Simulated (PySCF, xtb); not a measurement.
B(F)(H)(iPr) (C3H8BF), SMILES B(C(C)C)F. Other conformers were not sampled.

Harmonic wavenumbers (cm⁻¹) from GFN2-xTB (xtb) at its own minimum, in rising order: 41, 193, 201, 215, 313, 369, 460, 720, 809, 944, 960, 996, 1017, 1055, 1143, 1182, 1250, 1272, 1311, 1406, 1420, 1498, 1503, 1508, 1511, 2605, 2868, 3020, 3024, 3032, 3038, 3044, 3046.

Question: What does PBE-D3(BJ)/def2-SVP in PySCF 2.14.0 give at its own minimum? (Estimate from the structure and the level; the computed values follow.)

Answer: 59, 195, 213, 227, 301, 352, 499, 736, 835, 886, 917, 950, 1001, 1077, 1109, 1146, 1220, 1248, 1334, 1342, 1361, 1408, 1421, 1429, 1438, 2521, 2867, 2961, 2965, 3042, 3044, 3057, 3064. Paired by order, the mean absolute difference is 36 cm⁻¹ and the zero-point energies are 67.2 and 66.1 kcal/mol.
